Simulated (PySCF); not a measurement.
BFH, charge +1, multiplicity 1. Atoms are numbered in the order given.

```xyz
3

B      0.0000     0.0000     0.6486
F      0.0000     0.0000    -0.5636
H      0.0000     0.0000     1.8292
```
Charge +1, spin multiplicity 1.

Coordinates come from a PBE0-D3(BJ)/def2-TZVPD optimisation. The multiplicity is an assumed one; other spin states were not compared. The isomer is the one that the SMILES or the coordinates give; other isomers of the formula were not compared.

These are B3LYP/def2-TZVPD (PySCF) values and carry that method's errors.

Mulliken values depend strongly on the basis, most of all with diffuse functions as here. ESP charges are fitted to the potential on shells at 1.4 to 2.0 van der Waals radii. Atomic charges (e):

| atom | Mulliken | ESP fit |
|---|---|---|
| B1 | 0.64 | ? |
| F2 | 0.07 | ? |
| H3 | 0.29 | ? |

### Question
Complete the blanks. (Estimate from the structure and the level; the computed values follow.)

### Answer

- B1, ESP fit: 0.81
- F2, ESP fit: 0.06
- H3, ESP fit: 0.13
